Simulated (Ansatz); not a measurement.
Dissociation curve of BeH (cation, charge +1), singlet.

Levels: RKS-PBE = restricted PBE/aug-cc-pVDZ run with Ansatz (a quantum-chemistry and plane-wave program); UKS-PBE = unrestricted PBE/aug-cc-pVDZ (Ansatz); UKS-PBE0 = unrestricted PBE0/aug-cc-pVDZ (Ansatz); FCI = full CI/aug-cc-pVDZ, frozen core in Ansatz.

Energies relative to the lowest point of each curve near equilibrium, in mEh; the last columns give the error against full CI:

| R / Å | RKS-PBE | UKS-PBE | UKS-PBE0 | FCI | RKS-PBE − FCI | UKS-PBE − FCI | UKS-PBE0 − FCI |
|---|---|---|---|---|---|---|---|
| 1.08 | 27.6 | 27.6 | 26.6 | 26.5 | 1.2 | 1.2 | 0.1 |
| 1.13 | 16.7 | 16.7 | 15.7 | 15.6 | 1.0 | 1.0 | 0.1 |
| 1.21 | 5.7 | 5.7 | 5.0 | 5.0 | 0.7 | 0.7 | 0.1 |
| 1.24 | 3.2 | 3.2 | 2.7 | 2.7 | 0.5 | 0.5 | 0.0 |
| 1.31 | 0.3 | 0.3 | 0.1 | 0.1 | 0.1 | 0.1 | 0.0 |
| 1.33 | 0.0 | 0.0 | 0.0 | 0.0 | 0.0 | 0.0 | 0.0 |
| 1.38 | 0.3 | 0.3 | 0.6 | 0.6 | -0.3 | -0.3 | 0.0 |
| 1.43 | 1.8 | 1.8 | 2.4 | 2.4 | -0.7 | -0.7 | 0.0 |
| 1.45 | 2.6 | 2.6 | 3.4 | 3.4 | -0.8 | -0.8 | 0.1 |
| 1.54 | 7.9 | 7.9 | 9.4 | 9.2 | -1.3 | -1.3 | 0.2 |
| 1.64 | 15.8 | 15.8 | 18.2 | 17.5 | -1.7 | -1.7 | 0.7 |
| 1.80 | 30.7 | 30.7 | 34.6 | 32.6 | -1.9 | -1.9 | 2.0 |
| 2.01 | 51.2 | 51.2 | 56.3 | 52.0 | -0.8 | -0.8 | 4.2 |
| 2.22 | 70.4 | 68.2 | 72.0 | 68.7 | 1.7 | -0.6 | 3.3 |
| 2.39 | 84.2 | 77.7 | 80.8 | 79.6 | 4.6 | -1.9 | 1.2 |
| 2.69 | 104.0 | 88.3 | 91.0 | 93.2 | 10.8 | -4.9 | -2.3 |
| 2.93 | 115.9 | 93.5 | 96.1 | 100.0 | 16.0 | -6.5 | -3.9 |
| 3.26 | 127.5 | 97.9 | 100.6 | 105.2 | 22.3 | -7.3 | -4.6 |
| 3.62 | 135.2 | 100.6 | 103.4 | 107.8 | 27.4 | -7.3 | -4.5 |
| 4.05 | 140.0 | 102.0 | 105.1 | 109.2 | 30.8 | -7.2 | -4.1 |
| 4.71 | 142.1 | 102.1 | 106.2 | 109.9 | 32.3 | -7.8 | -3.7 |
| 5.26 | 141.7 | 101.4 | 106.5 | 110.1 | 31.6 | -8.7 | -3.6 |

RKS-PBE is furthest from FCI at 4.71 (32.3 mEh, above); its mean absolute error over the points is 8.6 mEh.

UKS-PBE is furthest from FCI at 5.26 (-8.7 mEh, below); its mean absolute error over the points is 2.9 mEh.

UKS-PBE0 is furthest from FCI at 3.26 (-4.6 mEh, below); its mean absolute error over the points is 1.8 mEh.

The restricted form behind RKS-PBE keeps the bonding electrons paired and can't separate into open-shell fragments. The unrestricted determinant behind UKS-PBE is spin-contaminated at 2.22 to 5.26 Å (<S²> up to 0.9, against 0.00 for a pure singlet). The unrestricted determinant behind UKS-PBE0 is spin-contaminated at 2.01 to 5.26 Å (<S²> up to 1.0, against 0.00 for a pure singlet).
